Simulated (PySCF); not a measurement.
**Where the electron goes**

Compound: C5H7ClSSi.
Structure used (GFN2-xTB), in Å, numbered top down from 1:
```xyz
15
C5H7ClSSi angstrom
C      3.0983    1.1835    0.7338
C      2.6976    0.0882    0.4400
Si     1.9510   -1.5320   -0.0451
Cl     3.0385   -2.4464   -1.4650
S      0.0061   -1.1015   -0.8771
C     -0.6641   -0.0818    0.4042
C     -1.8011    0.5875    0.2855
C     -2.6775    0.5987   -0.9179
H      3.4698    2.1328    0.9950
H      1.7982   -2.3746    1.1347
H     -0.0700   -0.0449    1.3026
H     -2.1353    1.1815    1.1263
H     -2.8410    1.6227   -1.2520
H     -3.6494    0.1670   -0.6797
H     -2.2257    0.0272   -1.7242
```

The calculation used PySCF 2.14.0, density-fitted response routines, TDDFT wB97X-D/def2-SVPD, vertical, gas phase, core orbitals frozen in the response.

Frontier orbitals with the atoms that hold most of them (Löwdin shares over 4%, at most four atoms; ? is withheld):

```csv
orbital,ε (eV),atoms
LUMO+2,1.86,"C6 26%, C7 25%, S5 15%, Si3 7%"
LUMO+1,1.22,"C1 24%, C2 23%, Si3 20%, S5 10%"
LUMO,?,?
HOMO,-8.27,"S5 43%, C7 21%, C6 20%, Si3 5%"
HOMO-1,-10.30,?
HOMO-2,-10.57,"C2 33%, C1 32%, C6 8%, S5 7%"
HOMO-3,-10.80,"C2 22%, C1 20%, S5 20%, C6 12%"
```

(1) Which atoms hold the LUMO, and with what shares?

(2) Give the leading atoms of the HOMO-1.

(3) What is the LUMO energy, and the HOMO–LUMO gap?

## Answers

(1) Si3 (bonded to C, Cl, S and H) 22%; C2 (bonded to C and Si) 21%; C1 (bonded to C and H) 21%; Cl4 (bonded to Si) 12%. By element: carbon 42% or more, silicon 22%, chlorine 12%.

(2) S5 (bonded to C and Si) 30%; C1 (bonded to C and H) 22%; C2 (bonded to C and Si) 22%; Si3 (bonded to C, Cl, S and H) 8%. By element: carbon 44% or more, sulfur 30%, silicon 8%.

(3) ε(LUMO) = 0.85 eV; the gap is 9.12 eV (0.3350 hartree).

Problem. The HOMO–LUMO gap is 9.12 eV. Where does the response calculation put the lowest singlet, and from which orbitals?

Solution. S1 is at 5.03 eV (f = 0.0037), 4.08 eV below the gap, made of HOMO→LUMO (85%). Without the coupling terms of the response equations the lowest excitation would equal the gap.

Problem. Give energy, strength and leading configuration of S1 and S2, and follow the Löwdin shares of the leading atoms from the occupied to the empty orbital.

Solution. 
- S1 (5.03 eV, f 0.0037), HOMO→LUMO (85%): S5 43% → at most 12%, C7 21% → at most 12%, Si3 5% → 22%, C2 at most 5% → 21%
- S2 (5.54 eV, f 0.029), HOMO→LUMO+1 (85%): S5 43% → 10%, C7 21% → at most 11%, C1 at most 5% → 24%, C2 at most 5% → 23%

One conformer stands for the species.
